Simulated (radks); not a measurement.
Ir29+, 48 electrons, occupied as [Kr] 4d10 4f2. All-electron calculation, scalar-relativistic Kohn-Sham, r2SCAN, spin-unpolarised, spherical densities, finite nucleus; meta-GGA in the generalised Kohn-Sham scheme; Fermi nuclear charge, rms radius 5.4032 fm. Program: a radial shooting solver on a logarithmic mesh with Libxc functionals.

Unscreened Slater integrals over Kohn-Sham orbitals (hartree). Empty in this configuration: 5s.

| integral | value |
|---|---|
| F0(4f,4f) | 2.2005 |
| F2(4f,4f) | 1.1643 |
| F4(4f,4f) | 0.75953 |
| F6(4f,4f) | 0.55562 |
| F0(4f,4d) | 2.1307 |
| F2(4f,4d) | 1.0712 |
| F4(4f,4d) | 0.69839 |
| G1(4f,4d) | 1.1423 |
| G3(4f,4d) | 0.77558 |
| G5(4f,4d) | 0.56624 |
| F0(4f,4p) | 2.1498 |
| F2(4f,4p) | 1.0967 |
| G2(4f,4p) | 0.90326 |
| G4(4f,4p) | 0.65472 |
| F0(4f,4s) | 2.2002 |
| G3(4f,4s) | 0.79637 |
| F0(4f,5s) | 1.4508 |
| G3(4f,5s) | 0.16028 |
| F0(4d,4d) | 2.0984 |
| F2(4d,4d) | 1.0750 |
| F4(4d,4d) | 0.73006 |
| F0(4d,4p) | 2.1137 |
| F2(4d,4p) | 1.0901 |
| G1(4d,4p) | 1.3661 |
| G3(4d,4p) | 0.87107 |
| F0(4d,4s) | 2.1571 |
| G2(4d,4s) | 1.0834 |
| F0(4d,5s) | 1.4404 |
| G2(4d,5s) | 0.16609 |
| F0(4p,4p) | 2.1340 |
| F2(4p,4p) | 1.1182 |
| F0(4p,4s) | 2.1778 |
| G1(4p,4s) | 1.4763 |
| F0(4p,5s) | 1.4456 |
| G1(4p,5s) | 0.14348 |
| F0(4s,4s) | 2.2260 |
| F0(4s,5s) | 1.4579 |
| G0(4s,5s) | 0.10449 |
| F0(5s,5s) | 1.2099 |

Derived for the open shells (J is the average intra-shell exchange parameter used in DFT+U). 4f: F4/F2 = 0.652, F6/F2 = 0.477, J = (286 F2 + 195 F4 + 250 F6)/6435 = 0.09635 hartree.
